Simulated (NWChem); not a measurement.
Species: CH₆N cation; SMILES C[NH3+]

```xyz
8

C      0.0000     0.0000     0.8146
N      0.0000     0.0000    -0.7025
H     -1.0168     0.1956     1.1548
H      0.6778     0.7828     1.1548
H      0.3391    -0.9784     1.1548
H     -0.6253    -0.7236    -1.0803
H      0.9394    -0.1797    -1.0803
H     -0.3140     0.9034    -1.0803
```
Atoms are numbered in this order, from 1.

Geometry: optimised at B3LYP/6-31G* (spherical d).

 Unshifted, non-relativistic core excitations; the lowest 4 roots alone, so stronger bands may lie above.

### Question
List the first N K-edge excitations from B3LYP/cc-pVTZ, restricted-window TDA (NWChem).

### Answer
```tsv
state	energy (eV)	dipole oscillator strength	leading excitation (squared amplitude)
S1	391.9	0.0032	1s of atom 2 or its equivalents → LUMO (0.99)
S2	393.3	0.0325	1s of atom 2 or its equivalents → LUMO+1 (0.95)
S3	393.3	0.0325	1s of atom 2 or its equivalents → LUMO+2 (0.95)
S4	394.0	0.0211	1s of atom 2 or its equivalents → LUMO+3 (0.79)
```
